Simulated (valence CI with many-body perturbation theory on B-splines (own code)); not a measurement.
Level structure of Hf⁵⁹⁺

Calculated by relativistic CI+MBPT: three valence electrons over a frozen Dirac-Fock core [Ne], a basis of 11 s, 11 p, 10 d, 8 f, 5 g, 2 h functions for each j, with the one-electron correlation potential Σ1, the two-electron term Σ2, the three-electron term Σ3, Breit, model QED; selected CI, second order for the rest, scaled by the run's own slope (own B-spline code, finite nucleus).

The last digits are not significant, and no measured levels were compared; by estimate large intervals hold to a few tenths of a per cent, small ones and those within an open d or f shell to about a per cent.

Levels 91 to 135 of 157, with energies above the lowest level, (3s^2 3p1/2) J=1/2. "Leading %" is the weight of the configuration and term that name the level; weights of strongly mixed levels are sums over their largest components and can fall short. In the jj column 3d3/2^4 stands for four electrons in 3d with j = 3/2.

```csv
No.,Configuration,Term,J,E (Ry),Leading %,g,Second component,Leading jj
91,3p3d²,⁴G°,9/2,112.13,29,1.111,23 % 3p3d² ²H°,3p1/2 3d5/2^2 (97 %)
92,3p3d²,²P°,3/2,112.60,29,1.328,24 % 3p3d² ⁴P°,3p1/2 3d5/2^2 (99 %)
93,3p3d²,²F°,5/2,112.77,39,1.092,22 % 3p3d² ⁴D°,3p1/2 3d5/2^2 (98 %)
94,3p²3d,⁴F,9/2,113.96,62,1.237,38 % 3p²3d ²G,3p3/2^2 3d5/2 (99 %)
95,3p²3d,²F,7/2,114.02,51,1.232,38 % 3p²3d ⁴D,3p3/2^2 3d5/2 (98 %)
96,3p3d²,²P°,1/2,114.70,72,0.649,19 % 3p3d² ⁴D°,3p1/2 3d5/2^2 (97 %)
97,3p²3d,²P,1/2,115.02,54,1.252,29 % 3p²3d ²S,3p3/2^2 3d5/2 (96 %)
98,3p²3d,²D,5/2,116.18,76,1.197,16 % 3p²3d ⁴D,3p3/2^2 3d5/2 (99 %)
99,3p²3d,²P,3/2,117.04,45,1.189,27 % 3p²3d ²D,3p3/2^2 3d5/2 (96 %)
100,3p²3d,²D,5/2,117.25,52,1.161,18 % 3p²3d ²F,3p3/2^2 3d5/2 (95 %)
101,3p3d²,⁴F°,3/2,124.32,31,0.874,25 % 3p3d² ⁴D°,3p3/2 3d3/2^2 (99 %)
102,3p3d²,⁴F°,5/2,124.83,37,0.977,20 % 3p3d² ²F°,3p3/2 3d3/2^2 (95 %)
103,3p3d²,⁴D°,1/2,124.93,74,0.225,22 % 3p3d² ²P°,3p3/2 3d3/2^2 (98 %)
104,3p3d²,²G°,7/2,124.96,33,1.044,25 % 3p3d² ²F°,3p3/2 3d3/2^2 (95 %)
105,3p3d²,²P°,3/2,126.70,29,1.385,21 % 3p3d² ⁴D°,3p3/2 3d3/2^2 (91 %)
106,3p3d²,⁴G°,9/2,128.44,56,1.171,21 % 3p3d² ²G°,3p3/2 3d3/2 3d5/2 (99 %)
107,3p3d²,⁴F°,7/2,128.82,31,1.191,21 % 3p3d² ⁴D°,3p3/2 3d3/2 3d5/2 (99 %)
108,3p3d²,²H°,11/2,129.49,54,1.162,46 % 3p3d² ⁴G°,3p3/2 3d3/2 3d5/2 (92 %)
109,3p3d²,⁴P°,5/2,129.66,46,1.423,38 % 3p3d² ⁴D°,3p3/2 3d3/2 3d5/2 (99 %)
110,3p3d²,²S°,1/2,129.75,44,1.716,28 % 3p3d² ⁴P°,3p3/2 3d3/2 3d5/2 (99 %)
111,3p3d²,⁴D°,3/2,129.84,45,1.159,31 % 3p3d² ²D°,3p3/2 3d3/2 3d5/2 (97 %)
112,3p3d²,²F°,5/2,129.86,47,1.057,40 % 3p3d² ⁴D°,3p3/2 3d3/2 3d5/2 (99 %)
113,3p3d²,²G°,7/2,130.20,35,1.130,30 % 3p3d² ⁴D°,3p3/2 3d3/2 3d5/2 (98 %)
114,3p3d²,²G°,7/2,131.05,38,1.121,21 % 3p3d² ⁴F°,3p3/2 3d3/2 3d5/2 (92 %)
115,3p3d²,²D°,5/2,131.30,57,1.180,13 % 3p3d² ²F°,3p3/2 3d3/2 3d5/2 (92 %)
116,3p3d²,²P°,3/2,131.49,40,1.152,18 % 3p3d² ²D°,3p3/2 3d3/2 3d5/2 (95 %)
117,3p3d²,²G°,9/2,131.56,75,1.067,18 % 3p3d² ²H°,3p3/2 3d3/2 3d5/2 (97 %)
118,3p3d²,²D°,3/2,132.22,54,1.124,16 % 3p3d² ⁴S°,3p3/2 3d3/2 3d5/2 (94 %)
119,3p3d²,²F°,5/2,132.53,61,0.978,23 % 3p3d² ²D°,3p3/2 3d3/2 3d5/2 (94 %)
120,3p3d²,²P°,1/2,132.91,78,0.705,8 % 3p3d² ⁴D°,3p3/2 3d3/2 3d5/2 (92 %)
121,3p3d²,⁴G°,11/2,133.81,54,1.178,46 % 3p3d² ²H°,3p3/2 3d5/2^2 (92 %)
122,3p3d²,²D°,5/2,134.61,42,1.194,22 % 3p3d² ⁴P°,3p3/2 3d5/2^2 (92 %)
123,3p3d²,²F°,7/2,134.71,50,1.218,35 % 3p3d² ⁴D°,3p3/2 3d5/2^2 (96 %)
124,3p3d²,⁴F°,9/2,134.91,52,1.208,43 % 3p3d² ²G°,3p3/2 3d5/2^2 (98 %)
125,3p3d²,²P°,1/2,136.11,72,0.869,17 % 3p3d² ²S°,3p3/2 3d5/2^2 (93 %)
126,3p3d²,²F°,7/2,137.16,55,1.141,17 % 3p3d² ⁴D°,3p3/2 3d5/2^2 (96 %)
127,3p3d²,²P°,3/2,137.32,71,1.284,9 % 3p3d² ²D°,3p3/2 3d5/2^2 (98 %)
128,3p3d²,²D°,5/2,137.37,62,1.153,16 % 3p3d² ²F°,3p3/2 3d5/2^2 (98 %)
129,3p3d²,²P°,3/2,138.51,53,1.241,20 % 3p3d² ²D°,3p3/2 3d5/2^2 (94 %)
130,3d³,⁴F,3/2,140.43,46,0.706,38 % 3d³ ²D,3d3/2^3 (98 %)
131,3d³,⁴F,5/2,144.97,83,1.049,16 % 3d³ ²D,3d3/2^2 3d5/2 (99 %)
132,3d³,⁴P,3/2,145.52,39,1.176,31 % 3d³ ⁴F,3d3/2^2 3d5/2 (98 %)
133,3d³,²H,9/2,145.65,47,1.031,41 % 3d³ ²G,3d3/2^2 3d5/2 (99 %)
134,3d³,²G,7/2,145.72,50,1.035,32 % 3d³ ⁴F,3d3/2^2 3d5/2 (97 %)
135,3d³,⁴P,1/2,145.97,58,1.822,42 % 3d³ ²P,3d3/2^2 3d5/2 (100 %)
```
